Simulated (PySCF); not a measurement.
**GaCl, r²SCAN: how much the basis matters**

PySCF, UKS reference; singlet, unpaired electrons none; De to Ga + Cl without counterpoise correction.

```json
{"basis": "cc-pVDZ-PP/cc-pV(D+d)Z", "relativity": "scalar-relativistic core potentials", "functions": "46", "Re (Å)": "2.239", "ωe (cm⁻¹)": "360", "De (eV)": "4.83", "μ (D)": "-2.51"}
{"basis": "def2-TZVPP", "relativity": "no relativity", "functions": "90", "Re (Å)": "2.208", "ωe (cm⁻¹)": "372", "De (eV)": "4.95", "μ (D)": "-2.16"}
{"basis": "def2-TZVPPD", "relativity": "no relativity", "functions": "105", "Re (Å)": "2.209", "ωe (cm⁻¹)": "369", "De (eV)": "4.94", "μ (D)": "-2.20"}
```

(1) How does each smaller set differ from the one with most functions, def2-TZVPPD?

A positive dipole means Ga(−)Cl(+). 

Results:

(1) cc-pVDZ-PP/cc-pV(D+d)Z: +3.0 pm, -2.4 % in ωe, -0.11 eV in De; def2-TZVPP: -0.1 pm, +0.8 % in ωe, +0.01 eV in De. All at r²SCAN; the set with most functions is neither the basis-set limit nor always the best. The rows treat relativity differently, so the differences are not basis effects alone.
